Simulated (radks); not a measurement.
The numbers below are computed, except where a source is named.
Charge is removed step by step from the 1s level of neutral neon, starting from [Ne]. Level of theory: non-relativistic Kohn-Sham, LDA (Slater exchange, Perdew-Wang correlation), spin-unpolarised, spherical densities, point nucleus (a radial shooting solver on a logarithmic mesh with Libxc functionals).

removed (e)  E - E(0) (eV)  eigenvalue (eV)  E minus straight line (eV)
0                    0.000          -824.66                       0.000
0.125               103.84          -836.72                      -5.372
0.25                209.19          -848.89                      -9.230
0.375               316.06          -861.15                     -11.561
0.5                 424.48          -873.48                     -12.354
0.625               534.44          -885.89                     -11.601
0.75                645.95          -898.35                      -9.295
0.875               759.02          -910.84                      -5.428
1                   873.66          -923.34                       0.000

Removing the whole electron costs 873.66 eV by Delta-SCF, against 824.66 eV from minus the eigenvalue at the starting occupation. Slater's transition state (half an electron removed) gives 873.48 eV. Integrating minus the eigenvalue over the occupation (Janak's theorem) gives 873.66 eV. The mean slope of the eigenvalue, de/dn, is 98.7 eV per electron.
